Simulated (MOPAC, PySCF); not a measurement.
[Sc(Cl)(F)2], neutral singlet in the gas phase. 

Z-matrix (Å, degrees):
```
Sc
F 1 1.8195
F 1 1.8195 2 117.20
Cl 1 2.3011 2 121.40 3 -180.00
```
Charge 0, multiplicity 1.

All levels are single points at this geometry (PBE-D3(BJ)/def2-SVP); Pople sets use spherical d functions. Orbital energies aren't observables, and empty levels follow the basis.

HF/6-31G* (LANL2DZ on Sc) in PySCF gives HOMO (eV) = -12.66.

### Question
Estimate the HOMO (eV) from each of these levels: B3LYP-D3(BJ)/def2-TZVP in PySCF; PBE-D3(BJ)/def2-TZVP in PySCF; TPSSh-D3(BJ)/def2-TZVP in PySCF; B3LYP/6-311+G** (LANL2DZ on Sc) in PySCF; BP86/6-31G* (LANL2DZ on Sc) in PySCF; PBE/6-31G* (LANL2DZ on Sc) in PySCF; SVWN5/6-31G* (LANL2DZ on Sc) in PySCF; PM6 in MOPAC.

### Answer

| level | HOMO (eV) |
|---|---|
| B3LYP-D3(BJ)/def2-TZVP in PySCF | -9.00 |
| PBE-D3(BJ)/def2-TZVP in PySCF | -7.82 |
| TPSSh-D3(BJ)/def2-TZVP in PySCF | -8.49 |
| B3LYP/6-311+G** (LANL2DZ on Sc) in PySCF | -9.18 |
| BP86/6-31G* (LANL2DZ on Sc) in PySCF | -7.89 |
| PBE/6-31G* (LANL2DZ on Sc) in PySCF | -7.78 |
| SVWN5/6-31G* (LANL2DZ on Sc) in PySCF | -7.95 |
| PM6 in MOPAC | -10.52 |
